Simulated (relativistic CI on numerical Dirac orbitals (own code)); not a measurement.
## Spin-allowed bands of a d2 ion in an octahedral site, by hand

Problem. Take Δ = 26100 cm⁻¹ and B = 900 cm⁻¹ for a d2 ion in an octahedral site. Calculate the three spin-allowed bands.

Working.
1. The terms of highest spin are 3F (energy 0) and 3P (15B = 13500 cm⁻¹). Here the F term splits into A2 at +1.2Δ = 31320, T2 at +0.2Δ = 5220 and T1 at −0.6Δ = -15660 cm⁻¹.
2. The two T1 states mix through the element 0.4Δ: H = [[-15660, 10440], [10440, 13500]], with roots ½(H₁₁ + H₂₂) ∓ ½√[(H₂₂ − H₁₁)² + 4H₁₂²] = ½(-2160) ∓ ½(35865) = -19012 and 16852 cm⁻¹.
3. The ground term is 3T1 at -19012 cm⁻¹.
4. Bands: 3T2 24232 cm⁻¹ (413 nm), 3T1(P) 35865 cm⁻¹ (279 nm), 3A2 50332 cm⁻¹ (199 nm).

Check. Exact diagonalisation of the whole d2 shell with these parameters gives 3T2 24232, 3T1 35865, 3A2 50332 cm⁻¹. The match is exact, since without spin-orbit coupling no other term has this spin. The ratio of the second band to the first, 1.480, depends on Δ/B = 29.0 alone, which is how a Tanabe-Sugano diagram is read.
